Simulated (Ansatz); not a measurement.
A structure relaxed at r2SCAN-D4/def2-TZVP in Ansatz, charge 1, singlet:

Cartesian coordinates in Å:
```
Li 0.216 0.363 -1.163
Li 1.212 -1.189 0.431
Li 2.483 1.435 -0.699
Li -1.180 -0.915 1.301
Li 0.538 1.524 1.606
H 1.985 -0.210 -0.840
H -3.050 -1.730 1.730
H 0.345 -0.196 1.938
H -0.229 1.077 -3.098
H 0.856 1.909 -0.087
H 0.177 0.467 -3.251
H -2.840 -1.526 2.419
H -0.513 -1.008 -0.288
```

Task: Give its formula.

Result: Li5H8⁺.

Task: Summarise the bond lengths by kind (pairs closer than 1.2 times the sum of covalent radii, bridged metal pairs left out).

Result: 2 × Li–Li 3.02 to 3.03 Å; 10 × H–Li 1.72 to 1.89 Å.

In the singlet, H9 and H11 lie 0.75 Å apart, H7 and H12 lie 0.75 Å apart (atoms count from 1), so H2 has formed as a molecule. The structure comes from a short search, and lower isomers may exist.
